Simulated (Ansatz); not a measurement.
Geometry optimisation, Ansatz 0.2.0, RKS PBE0-D4/def2-SVP.

Input file:

```yaml
crystal:
  periodic: [false, false, false]
  atoms:
    - { symbol: Al, position_ang: [-1.0042, -0.4965, -0.8925] }
    - { symbol: Si, position_ang: [0.9579, -0.9035, 0.9336] }
    - { symbol: Cl, position_ang: [-0.3749, -1.0234, -2.7479] }
    - { symbol: Cl, position_ang: [-2.8336, -0.8664, -0.0917] }
    - { symbol: H, position_ang: [0.1744, 0.6168, 0.1603] }
    - { symbol: "N", position_ang: [-0.4299, 1.6282, -0.4841] }
    - { symbol: H, position_ang: [2.3515, -0.717, 0.4919] }
    - { symbol: H, position_ang: [0.9357, -0.3054, 2.2813] }
    - { symbol: H, position_ang: [0.8795, -2.3442, 1.2212] }
    - { symbol: H, position_ang: [0.2389, 2.155, -1.0315] }
    - { symbol: H, position_ang: [-0.8954, 2.2565, 0.1594] }
basis:
  gaussian: { orbitals: def2-SVP }
hamiltonian:
  xc: pbe0
  dispersion: d4
relax:
  f_tol: 0.15
  max_steps: 25
  restrain:
    - { distance: [0, 5], at: 3.22, k: 30.0 }
    - { distance: [4, 1], at: 2.72, k: 30.0 }
    - { distance: [0, 1], at: 2.32, k: 30.0 }
    - { distance: [4, 5], at: 1.02, k: 30.0 }
```

Run as:

```bash
$ ansatz run input.yaml --threads 2 --pin off --max-ram 3072MiB --backend cpu --events-out ev --progress --plain --runs-dir out
```

Task: Where does it end, and by what steps?

Result: It converged. The restraints hold the end off the free minimum. After 10 steps the energy has fallen by 1.127 eV (the restraints' own energy left out); H5 moved furthest, 1.13 Å. Parted: Al1–N6. Joined: H5–N6.

```json
{"step": "0", "energy less start (eV)": "0.0000", "largest force component (eV/Å)": "3.466", "accepted": "yes"}
{"step": "1", "energy less start (eV)": "-0.1842", "largest force component (eV/Å)": "6.044", "accepted": "yes"}
{"step": "2", "energy less start (eV)": "-0.3354", "largest force component (eV/Å)": "4.407", "accepted": "yes"}
{"step": "3", "energy less start (eV)": "-0.1980", "largest force component (eV/Å)": "2.769", "accepted": "yes"}
{"step": "4", "energy less start (eV)": "-0.5084", "largest force component (eV/Å)": "2.204", "accepted": "yes"}
{"step": "5", "energy less start (eV)": "-0.6673", "largest force component (eV/Å)": "2.299", "accepted": "yes"}
{"step": "6", "energy less start (eV)": "-0.8129", "largest force component (eV/Å)": "1.517", "accepted": "yes"}
{"step": "7", "energy less start (eV)": "-1.0140", "largest force component (eV/Å)": "0.859", "accepted": "yes"}
{"step": "8", "energy less start (eV)": "-1.1052", "largest force component (eV/Å)": "0.673", "accepted": "yes"}
{"step": "9", "energy less start (eV)": "-1.1229", "largest force component (eV/Å)": "0.669", "accepted": "yes"}
{"step": "10", "energy less start (eV)": "-1.1270", "largest force component (eV/Å)": "0.619", "accepted": "yes"}
```

```xyz
11
Properties=species:S:1:pos:R:3
Al -0.948 -1.208 -0.780
Si 0.780 -1.105 0.805
Cl -0.556 -1.469 -2.832
Cl -2.975 -1.242 -0.212
H 0.610 1.600 0.492
N -0.082 1.820 -0.224
H 1.993 -0.449 0.217
H 0.348 -0.277 1.977
H 1.212 -2.436 1.339
H 0.391 2.323 -0.972
H -0.772 2.442 0.191
```

The run took 46 s on 2 threads of Arm Neoverse V1, on a shared host, peak memory 0.28 GiB.
